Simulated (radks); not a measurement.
Spherical quantum dot in the effective-mass picture: electrons in a hard-walled sphere of radius 3.43, all in effective atomic units (hartree* = m*/eps^2 hartree, bohr* = eps/m* bohr), one dielectric constant everywhere. Method: non-relativistic Kohn-Sham, LDA (Slater exchange, Perdew-Wang correlation), spin-polarised, spherical densities; computed with a radial shooting solver with Libxc functionals. Levels are named by radial order and angular momentum (1s, 1p, 1d, 2s, ...), and open shells are averaged over m. Results are scaled to m* = 0.061 and eps = 12.2, for which hartree* = 11.15 meV and bohr* = 10.58 nm.

N = 22, configuration 1s2 1p6 1d10 1f(up 4, down 0). This is the lowest configuration that the search found. Occupied and some empty levels:

| level | occupation | eigenvalue (meV) | <r> (nm) |
|---|---|---|---|
| 1s up | 1 | 95.808 | 24.14 |
| 1s down | 1 | 96.354 | 24.01 |
| 1p up | 3 | 98.371 | 25.20 |
| 1p down | 3 | 98.956 | 25.14 |
| 1d up | 5 | 102.73 | 26.07 |
| 1d down | 5 | 103.34 | 26.04 |
| 1f up | 4 | 108.66 | 26.79 |
| 1f down | 0 | 109.29 | 26.77 |
| 2s up | 0 | 112.25 | 16.29 |
| 2s down | 0 | 112.46 | 16.31 |
| 1g up | 0 | 116.01 | 27.39 |
| 1g down | 0 | 116.65 | 27.38 |
| 2p up | 0 | 120.56 | 19.00 |
| 2p down | 0 | 120.85 | 18.99 |
| 2d up | 0 | 130.38 | 20.73 |
| 2d down | 0 | 130.73 | 20.71 |

Energy (meV): total 1264.59, kinetic 360.86, external 0, Hartree 1020.7, exchange-correlation -117.01.

Electron density:

| r (nm) | n(r) (e/nm^3) |
|---|---|
| 1.05 | 7.147e-06 |
| 2.85 | 8.035e-06 |
| 4.66 | 9.935e-06 |
| 6.47 | 0.00001322 |
| 8.27 | 0.00001844 |
| 10.1 | 0.00002636 |
| 11.9 | 0.00003783 |
| 13.7 | 0.00005379 |
| 15.5 | 0.00007476 |
| 17.3 | 0.0001011 |
| 19.1 | 0.0001314 |
| 20.9 | 0.0001635 |
| 22.7 | 0.0001922 |
| 24.5 | 0.0002105 |
| 26.3 | 0.0002112 |
| 28.1 | 0.0001886 |
| 29.9 | 0.0001439 |
| 31.8 | 0.00008656 |
| 33.6 | 0.00003413 |
| 35.4 | 4.064e-06 |
